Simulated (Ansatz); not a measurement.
**Worked example: the barrier**

An elementary step of BH₃F₄, singlet (BHF₂ ([F][BH][F]) + HF + HF → BF₃ ([F][B]([F])[F]) + HF + H₂; bonds formed: B1–F6, H2–H7, H5–F8; bonds broken: B1–H2, H5–F6, H7–F8). “Start” is the structure reached by relaxing down from the saddle towards the reactants; PBE0-D4/def2-TZVP structures. The saddle:

```xyz
8
angstrom
B -0.7020 0.0198 -0.5102
H -0.4631 0.7687 0.5617
F -1.7606 -0.7483 -0.2463
F -0.7296 0.8230 -1.5755
H 1.2018 -0.5664 0.2498
F 0.5297 -0.8855 -0.6252
H 0.4667 0.5309 0.9781
F 1.4570 0.0578 1.1676
```

Program: Ansatz 0.2.0. Basis: def2-TZVPP and def2-QZVPP. Cores are frozen in the correlated methods.

Energies in eV:

| quantity | saddle | start |
| --- | --- | --- |
| Hartree–Fock, triple zeta (X = 3) | -11549.83380 | -11551.29863 |
| Hartree–Fock, quadruple zeta (X = 4) | -11550.34152 | -11551.82292 |
| MP2 correlation, X = 3 | -31.90155 | -31.11681 |
| MP2 correlation, X = 4 | -34.79600 | -34.03466 |
| CCSD(T) correlation, X = 3 | -33.01829 | -32.27213 |

Work out the barrier at the basis limit: extrapolate Hartree–Fock as E(X) = E∞ + A exp(−7.88 √X) and the MP2 correlation as E(X) = E∞ + B X^−2.97 (the exponents that Neese and Valeev fitted for def2-TZVPP and QZVPP), then add CCSD(T) − MP2 in triple zeta.

Each step is linear, so take the differences first (saddle − start): Hartree–Fock 1.46483 (X = 3) and 1.48140 (X = 4); MP2 correlation -0.78474 and -0.76134; CCSD(T) correlation -0.74616.
Two points give E∞ = E(4) + w [E(4) − E(3)], with w = 1/(exp(7.88 (2 − √3)) − 1) = 0.1377 for Hartree–Fock and w = 1/((4/3)^2.97 − 1) = 0.7407 for the correlation.
Hartree–Fock: 1.48140 + 0.1377 × 0.01657 = 1.4837 eV.
MP2 correlation: -0.76134 + 0.7407 × 0.02340 = -0.7440 eV.
CCSD(T) − MP2: -0.74616 − (-0.78474) = 0.0386 eV.
Sum: 1.4837 + (-0.7440) + 0.0386 = 0.7783 eV, or 17.95 kcal/mol. Plain CCSD(T) in triple zeta gives 0.7187 eV, so the larger basis shifts the result by 0.0596 eV.

T1 diagnostic: at most 0.012.

Labels in which every atom is bracketed show which atoms are joined, not bond orders.

For scale, one of the runs: CCSD(T)/def2-TZVPP, 197 basis functions, launched by `ansatz run in.yaml --threads 4 --pin off --events-out ev --progress --plain --max-ram 9574MiB`. The run took 84 s on 4 CPU threads of an Arm Neoverse V1 (shared host), with 2.8 GiB of host memory at its peak.
